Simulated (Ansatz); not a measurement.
`O[SiH]([SiH3])Cl` → `O[Si]Cl` + SiH₄ at 700 K and 1 bar (silylene formation by 1,1-elimination).

Program: Ansatz. Geometries: PBE0-D4/def2-TZVP. ΔE: electronic, gas phase. CCSD(T)/CBS is the MP2 limit (def2-TZVPP, def2-QZVPP) plus CCSD(T) − MP2 in def2-TZVPP, frozen cores. This one scheme is used for every species. Each species was taken in one conformer, which may not be the lowest.

```json
{"species": "`O[SiH]([SiH3])Cl`", "CCSD(T)/CBS energy (Eh)": "-1116.20942", "H − E (kJ/mol)": "206.9", "S (J/(mol·K))": "466.7"}
{"species": "`O[Si]Cl`", "CCSD(T)/CBS energy (Eh)": "-824.69782", "H − E (kJ/mol)": "79.3", "S (J/(mol·K))": "333.7"}
{"species": "SiH₄", "CCSD(T)/CBS energy (Eh)": "-291.46306", "H − E (kJ/mol)": "115.5", "S (J/(mol·K))": "252.9"}
```

H − E and S are ideal-gas, rigid-rotor, harmonic terms from PBE0-D4/def2-TZVP, for one conformer and one mirror image of each species. 1 Eh = 2625.50 kJ/mol, R = 8.31446 J/(mol·K).

**Question.** By hand: ΔE, ΔH, ΔS and ΔG.

**Answer.** ΔE = (-824.69782) + (-291.46306) − (-1116.20942) = 0.04854 Eh = 127.4 kJ/mol. Δ(H − E) = 79.3 + 115.5 − 206.9 = -12.1, so ΔH = 115.3 kJ/mol. ΔS = 333.7 + 252.9 − 466.7 = 119.9 J/(mol·K). ΔG = 115.3 − 700 × (119.9)/1000 = 31.4 kJ/mol.

**Question.** By hand: the equilibrium constant, and the temperature at which ΔG would vanish if ΔH and ΔS stayed fixed.

**Answer.** log₁₀ K = −ΔG/(RT ln 10) = -2.3. ΔG = 0 at ΔH/ΔS = 962 K.

The number of gas molecules changes by +1, which sets the sign of ΔS. A doubt of 5 kJ/mol in ΔE shifts log₁₀ K by 0.4 here. Other conformers and mirror images would add mixing entropy, several J/(mol·K) or more a flexible species. These are equilibria of isolated gas molecules and say nothing of rates. Largest T1 diagnostic: 0.014 (customary marks: 0.02 for closed shells, 0.045 for open ones).
